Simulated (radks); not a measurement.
Results of a calculation; reference values are marked as such.
Task: The mean radii <r> (bohr) of the occupied orbitals of an atom or ion are listed with their occupations. Level of theory: Dirac Kohn-Sham, PBE, spin-unpolarised, spherical densities, finite nucleus; Fermi nuclear charge, rms radius of each element as measured or else 0.836 A^(1/3) + 0.57 fm (a radial shooting solver on a logarithmic mesh with Libxc functionals).

| orbital | occ. | <r> |
|---|---|---|
| 1s1/2 | 2 | 0.05016 |
| 2s1/2 | 2 | 0.2141 |
| 2p1/2 | 2 | 0.1830 |
| 2p3/2 | 1 | 0.1859 |

Name the element and its charge. Open shells, if any, fill j = l - 1/2 first.

Result: Z = 30, zinc, charge +23: Zn23+ in [He] 2s2 2p3. The 1s radius gives Z: for a bare nucleus <r> = (2 gamma + 1)/(2Z) with gamma = sqrt(1 - (Z/c)^2), 0.04919 bohr for Z = 30, and screening makes it slightly larger (0.05016 here). The occupations add up to 7, and the charge is Z minus that.
